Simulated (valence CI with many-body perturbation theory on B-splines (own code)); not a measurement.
Rh³⁰⁺: electric-dipole lines

Computed by valence CI with perturbative core correlation (CI+MBPT): five valence electrons over a frozen Dirac-Fock core [Ne], a basis of 11 s, 11 p, 10 d, 8 f, 5 g, 2 h functions for each j, with the one-electron correlation potential Σ1, the two-electron term Σ2, the three-electron term Σ3, Breit, model QED; selected CI, second order for the rest, scaled by the run's own slope (own B-spline code, finite nucleus).

No measured spectrum was set against this ion. As an estimate, large intervals hold to a few tenths of a per cent, small ones and those within an open d or f shell to about a per cent. Among the levels kept, up to 3700 cm⁻¹ of a level comes from second order outside the variational space, and about a tenth of that is noise between levels of different J, which matters for small intervals.

Lines 101 to 150 of 580 in falling wavelength, among levels below 362.32 eV, chosen from the strongest by gf and those to the six lowest levels. Wavelengths and rates use the calculated energies. Electric multipoles are in the length gauge with retardation, E1 and E2 with the static RPA response of the core. Weak lines are less certain than strong ones. Lines between different terms over intervals too small for the method are left out, as are lines whose strength nearly cancels. Where a level lies close to another of its J and parity, the split of strength between their lines is uncertain. The highest levels of a list are the least certain.

Levels are named by their leading jj configuration (3d3/2^4 stands for four electrons in 3d with j = 3/2), which in mixed levels can hold well under half, so a name can repeat and another be missing. Letters in brackets count levels of one name in rising energy.

```
λ vac (nm)                               Upper                               Lower   A (s⁻¹)  log gf  Branch %
     9.708  (3s^2 3p1/2 3p3/2 3d3/2) J=3/2 [b]          (3s^2 3p1/2 3p3/2^2) J=1/2  2.09e+09   -1.93       0.6
     9.692  (3s 3p1/2 3p3/2^2 3d5/2) J=5/2 [b]  (3s^2 3p1/2 3p3/2 3d5/2) J=7/2 [a]  1.45e+10   -0.91      13.3
     9.691  (3s^2 3p3/2 3d3/2 3d5/2) J=3/2 [b]                  (3s 3p3/2^4) J=1/2  1.37e+10   -1.11       3.7
     9.686  (3s 3p1/2 3p3/2^2 3d5/2) J=1/2 [b]  (3s^2 3p1/2 3p3/2 3d5/2) J=3/2 [b]  3.15e+10   -1.05      11.2
     9.678  (3s^2 3p1/2 3d3/2 3d5/2) J=3/2 [a]  (3s^2 3p1/2 3p3/2 3d3/2) J=5/2 [b]  1.67e+10   -1.03       7.4
     9.676        (3s 3p3/2^3 3d5/2) J=7/2 [d]      (3s^2 3p3/2^2 3d5/2) J=5/2 [a]  6.73e+09   -1.12       2.7
     9.673        (3s 3p3/2^3 3d5/2) J=7/2 [b]          (3s^2 3p3/2^2 3d5/2) J=7/2  2.41e+10   -0.57      14.4
     9.648  (3s 3p1/2 3p3/2^2 3d5/2) J=5/2 [c]  (3s^2 3p1/2 3p3/2 3d5/2) J=7/2 [a]  1.46e+10   -0.91      18.5
     9.637  (3s 3p1/2 3p3/2^2 3d3/2) J=3/2 [h]  (3s^2 3p1/2 3p3/2 3d3/2) J=1/2 [b]  1.21e+10   -1.17       3.5
     9.635  (3s 3p1/2 3p3/2^2 3d5/2) J=9/2 [c]  (3s^2 3p1/2 3p3/2 3d5/2) J=7/2 [a]  1.08e+10   -0.82      16.7
     9.627  (3s 3p1/2 3p3/2^2 3d3/2) J=3/2 [d]  (3s^2 3p1/2 3p3/2 3d3/2) J=3/2 [a]  1.49e+10   -1.08      11.6
     9.626  (3s^2 3p1/2 3p3/2 3d5/2) J=5/2 [a]          (3s^2 3p1/2 3p3/2^2) J=5/2  4.88e+09   -1.39       5.1
     9.624          (3s^2 3p3/2^2 3d3/2) J=5/2                (3s^2 3p3/2^3) J=3/2  6.67e+09   -1.26       2.3
     9.622      (3s^2 3p3/2^2 3d3/2) J=3/2 [a]                (3s^2 3p3/2^3) J=3/2  2.92e+08   -2.79       0.1
     9.605  (3s 3p1/2 3p3/2^2 3d3/2) J=5/2 [d]  (3s^2 3p1/2 3p3/2 3d3/2) J=5/2 [b]  4.38e+10   -0.44      19.5
     9.568  (3s 3p1/2 3p3/2^2 3d5/2) J=5/2 [h]  (3s^2 3p1/2 3p3/2 3d5/2) J=5/2 [b]  4.87e+10   -0.40      21.3
     9.563  (3s^2 3p3/2 3d3/2 3d5/2) J=3/2 [c]      (3s^2 3p3/2^2 3d5/2) J=5/2 [b]  2.45e+10   -0.87       4.6
     9.553        (3s 3p3/2^3 3d5/2) J=7/2 [c]          (3s^2 3p3/2^2 3d3/2) J=7/2  3.30e+10   -0.44      11.0
     9.541  (3s 3p1/2^2 3p3/2 3d3/2) J=5/2 [b]      (3s^2 3p1/2^2 3d3/2) J=3/2 [a]  2.79e+10   -0.64      59.6
     9.539      (3s 3p1/2^2 3d3/2 3d5/2) J=7/2  (3s 3p1/2^2 3p3/2 3d3/2) J=5/2 [a]  1.04e+10   -0.94      52.0
     9.537  (3s 3p1/2 3p3/2^2 3d5/2) J=7/2 [d]  (3s^2 3p1/2 3p3/2 3d5/2) J=7/2 [a]  2.91e+10   -0.50      28.3
     9.519  (3s 3p1/2 3p3/2^2 3d3/2) J=5/2 [d]  (3s^2 3p1/2 3p3/2 3d3/2) J=3/2 [b]  1.46e+10   -0.92       6.5
     9.518  (3s 3p1/2 3p3/2^2 3d5/2) J=5/2 [f]  (3s^2 3p1/2 3p3/2 3d5/2) J=5/2 [a]  9.40e+09   -1.12       5.1
     9.517  (3s 3p1/2^2 3p3/2 3d5/2) J=5/2 [a]          (3s 3p1/2^2 3p3/2^2) J=5/2  1.08e+10   -1.05      57.2
     9.493  (3s^2 3p3/2 3d3/2 3d5/2) J=5/2 [b]          (3s^2 3p3/2^2 3d3/2) J=7/2  2.97e+10   -0.62       9.4
     9.490          (3s^2 3p3/2 3d3/2^2) J=7/2          (3s^2 3p3/2^2 3d3/2) J=5/2  1.97e+10   -0.67       5.1
     9.483  (3s 3p1/2 3p3/2^2 3d5/2) J=5/2 [h]  (3s^2 3p1/2 3p3/2 3d5/2) J=3/2 [c]  1.31e+10   -0.97       5.8
     9.480  (3s 3p1/2 3p3/2^2 3d5/2) J=3/2 [d]  (3s^2 3p1/2 3p3/2 3d3/2) J=1/2 [b]  2.14e+10   -0.94       7.8
     9.478  (3s^2 3p1/2 3p3/2 3d3/2) J=1/2 [b]          (3s^2 3p1/2 3p3/2^2) J=1/2  2.56e+09   -2.16       0.9
     9.478            (3s 3p1/2 3p3/2^3) J=1/2          (3s^2 3p1/2 3p3/2^2) J=3/2  4.00e+10   -0.97      53.5
     9.464  (3s 3p1/2 3p3/2^2 3d5/2) J=3/2 [b]            (3s 3p1/2 3p3/2^3) J=1/2  1.65e+10   -1.05       8.1
     9.451        (3s 3p3/2^3 3d5/2) J=7/2 [a]  (3s^2 3p1/2 3p3/2 3d5/2) J=5/2 [b]  4.40e+10   -0.33      26.2
     9.449  (3s 3p1/2 3p3/2^2 3d3/2) J=5/2 [b]            (3s 3p1/2 3p3/2^3) J=3/2  1.32e+10   -0.98       6.2
     9.441  (3s 3p1/2 3p3/2^2 3d5/2) J=9/2 [c]      (3s^2 3p1/2 3p3/2 3d3/2) J=7/2  2.79e+10   -0.43      43.2
     9.437  (3s^2 3p3/2 3d3/2 3d5/2) J=7/2 [b]          (3s^2 3p3/2^2 3d5/2) J=9/2  1.13e+10   -0.92       4.1
     9.410  (3s 3p1/2 3p3/2^2 3d3/2) J=3/2 [h]  (3s^2 3p1/2 3p3/2 3d3/2) J=3/2 [b]  2.02e+10   -0.97       5.9
     9.409  (3s^2 3p1/2 3d3/2 3d5/2) J=7/2 [b]  (3s^2 3p1/2 3p3/2 3d5/2) J=7/2 [a]  1.45e+10   -0.81      14.2
     9.389  (3s 3p1/2^2 3p3/2 3d5/2) J=5/2 [b]      (3s^2 3p1/2^2 3d3/2) J=3/2 [b]  2.62e+10   -0.68      28.6
     9.388  (3s 3p1/2^2 3p3/2 3d3/2) J=1/2 [b]      (3s^2 3p1/2^2 3d3/2) J=3/2 [a]  3.79e+10   -1.00      80.9
     9.382  (3s^2 3p3/2 3d3/2 3d5/2) J=3/2 [c]          (3s^2 3p3/2^2 3d5/2) J=3/2  1.82e+10   -1.02       3.4
     9.362      (3s^2 3p1/2 3d3/2 3d5/2) J=5/2  (3s^2 3p1/2 3p3/2 3d5/2) J=7/2 [b]  2.58e+10   -0.69      10.8
     9.358  (3s 3p1/2 3p3/2^2 3d5/2) J=7/2 [e]  (3s^2 3p1/2 3p3/2 3d5/2) J=5/2 [a]  2.17e+10   -0.64      10.1
     9.357  (3s^2 3p3/2 3d3/2 3d5/2) J=5/2 [c]      (3s^2 3p3/2^2 3d3/2) J=3/2 [b]  3.42e+10   -0.57       9.7
     9.353  (3s 3p1/2 3p3/2^2 3d5/2) J=5/2 [f]  (3s^2 3p1/2 3p3/2 3d5/2) J=3/2 [a]  9.67e+09   -1.12       5.2
     9.345          (3s^2 3p1/2^2 3d5/2) J=5/2          (3s^2 3p1/2^2 3p3/2) J=3/2  2.52e+10   -0.70      97.8
     9.342  (3s^2 3p1/2 3p3/2 3d5/2) J=3/2 [a]          (3s^2 3p1/2 3p3/2^2) J=3/2  2.27e+10   -0.92      46.8
     9.341  (3s 3p1/2 3p3/2^2 3d5/2) J=3/2 [d]  (3s^2 3p1/2 3p3/2 3d3/2) J=5/2 [b]  2.20e+10   -0.94       8.0
     9.338      (3s^2 3p3/2 3d5/2^2) J=5/2 [a]          (3s^2 3p3/2^2 3d3/2) J=7/2  2.78e+10   -0.66       9.2
     9.337  (3s 3p1/2 3p3/2^2 3d3/2) J=5/2 [c]            (3s 3p1/2 3p3/2^3) J=5/2  2.15e+10   -0.77      18.8
     9.332  (3s 3p1/2 3p3/2^2 3d5/2) J=5/2 [d]  (3s^2 3p1/2 3p3/2 3d5/2) J=7/2 [a]  8.49e+09   -1.18       5.8
```

(1) How does gf follow from A for the line at 9.490 nm?

## Answers

(1) gf = 1.4992 × (2J+1)_upper × A / σ², with σ = 1053773 cm⁻¹ and 2J+1 = 8: gf = 0.213.
